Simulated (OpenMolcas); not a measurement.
# Lines of Rh I: computed and rescaled rates

```yaml
Program: OpenMolcas
Method: "MS-CASPT2, IPEA 0.25 Eh, imaginary shift 0.1 Eh (closed shells correlated: 4s 4p)"
Basis: ANO-RCC-VTZP [7s6p4d2f1g]
Scalar_Hamiltonian: DKH2, point nucleus
Active_space: 9 electrons in 6 orbitals (4d 5s)
State_averaging: 2S+1 = 4 even, 20 roots; 2S+1 = 2 even, 49 roots
Spin-orbit_coupling: state interaction with AMFI integrals over the reference wave functions, term energies averaged over their components
```

Rates come from the transition moments of the reference wave functions (E1 and E2 in the length form). At fixed line strength A goes as λ^-3 for E1 and M1 and as λ^-5 for E2, so a rate at the computed wavelength can be rescaled to the measured one. Measured vacuum wavelengths follow from level energies in NIST Handbook of Basic Atomic Spectroscopic Data. Branching counts decays inside the model space alone, at computed energies, and the table is only a selection of the M1 lines, drawn from those between levels with measured partners whose computed energy lies within a factor of 1.5 of the measured one.

| Upper | Lower | Type | λ computed (nm) | λ measured (nm) | A computed (s-1) | A rescaled (s-1) | Branching % |
| --- | --- | --- | --- | --- | --- | --- | --- |
| 4d⁸ 5s ²F_7/2 | 4d⁸ 5s ⁴F_9/2 | M1 | 2009 | 1757 | 3.98e-01 |  | 87.6 |
| 4d⁸ 5s ⁴F_5/2 | 4d⁸ 5s ⁴F_7/2 | M1 | 6466 | 9363 | 1.91e-01 | 6.29e-02 | 98.7 |
| 4d⁸ 5s ²F_5/2 | 4d⁸ 5s ²F_7/2 | M1 | 4404 | 4761 | 1.75e-01 | 1.39e-01 | 63.9 |
| 4d⁸ 5s ⁴F_7/2 | 4d⁸ 5s ⁴F_9/2 | M1 | 6793 | 6536 | 9.74e-02 | 1.09e-01 | 99.7 |
| 4d⁸ 5s ²F_5/2 | 4d⁹ ²D_5/2 [57 %] | M1 | 1559 | 2231 | 3.13e-02 |  | 11.4 |
| 4d⁸ 5s ²F_5/2 | 4d⁸ 5s ⁴F_5/2 | M1 | 2365 | 1926 | 2.54e-02 |  | 9.3 |

Spin-changing lines and M1 lines between different terms are not rescaled, since their strength hangs on the term gaps too.

The largest correction is for 4d⁸ 5s ⁴F_5/2 → 4d⁸ 5s ⁴F_7/2 (M1): 1.91e-01 × (6466 / 9363)^3 = 6.29e-02 s-1, a factor of 0.33.

The computed rate and branching of 4d⁸ 5s ⁴F_7/2 → 4d⁸ 5s ⁴F_9/2 give the upper level a radiative lifetime of 0.997 / 9.74e-02 s-1 = 1.02e+01 s, counting decays inside the model space alone. The rescaled rate gives about 9.1e+00 s.

The computed order of these levels differs from the measured one in 1 place, and where term gaps are wrong the rates of spin-changing lines can be off by large factors.

No measured rate stands beside these. Rescaling mends the energy factor alone: line strengths can still be far off where a level mixes with configurations outside the active space, and weak or spin-changing lines hang on small mixing coefficients that depend on the term gaps too, so rescaling need not improve them.

CASPT2 breaks the degeneracy within a term, and the mean is taken; among the terms shown or strongly mixed into the levels shown the widest spread is 1400 cm-1 (4d⁸ 5s ⁴F). Over all roots computed the reference weight is 0.82 to 0.89; the roots of lowest weight are the least certain, and an intruder state may touch them. Some levels mix across a computed gap that differs much from the measured one, so their mixing is not that of the real levels. A single d shell beside an s shell can misplace configurations of different d count against each other. The CASPT2 spread within a term exceeds the gap to the next term for 4d⁸ 5s ⁴F and 4d⁹ ²D, so the order of their levels is uncertain, and so are names and mixing where such terms share a J. Computed and measured levels are paired by configuration, term and J; levels that our copy of the source lacks, or whose pairing is in doubt (as where it misses far off the trend of its configuration), stay unpaired. Only configurations of the active space appear.

A share in square brackets marks a mixed level and gives the weight of the term that names it.
